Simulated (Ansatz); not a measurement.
Coupled-cluster diagnostics for Sn₅H₂, Ansatz.

Geometry of the singlet (PBE-D4/def2-SVP):

```xyz
7

Sn   -0.451    0.176    1.265
Sn    1.938   -1.108    0.165
Sn   -2.181    1.281   -0.715
Sn   -0.905   -1.435   -1.177
Sn    0.823    1.616   -0.986
H    -0.283   -0.025    2.975
H     1.059   -0.506   -1.527
```

In the def2 sets Sn takes a core potential; there is no spin–orbit coupling. Correlated methods freeze 20 core orbitals; core or outer-core shells of Sn are correlated, in sets that lack core-valence functions. Another isomer (singlet) lies 0.08 eV lower at PBE0-D4/def2-TZVP; other spin states weren't run for this one.

**Question.** Estimate the CCSD(T) correlation energy, the shares of MP2 and (T), T1 and the reference's ⟨S²⟩ for: charge 0, singlet, own geometry in def2-SVP; and the rough time on 4 threads of Arm Neoverse V1 on a shared host.

**Answer.** 
| state | basis | correlation (eV) | MP2 share (%) | (T) share (%) | T1 | ⟨S²⟩ (pure) | wall time |
| --- | --- | --- | --- | --- | --- | --- | --- |
| charge 0, singlet, own geometry | def2-SVP | -16.328 | 90.3 | 6.4 | 0.015 | 0.00 (0.00) | 75 s |
Customary marks for T1 are 0.02 (closed shells), 0.045 (open shells) and about 0.05 (3d metals). T1 stays under 0.02 throughout.
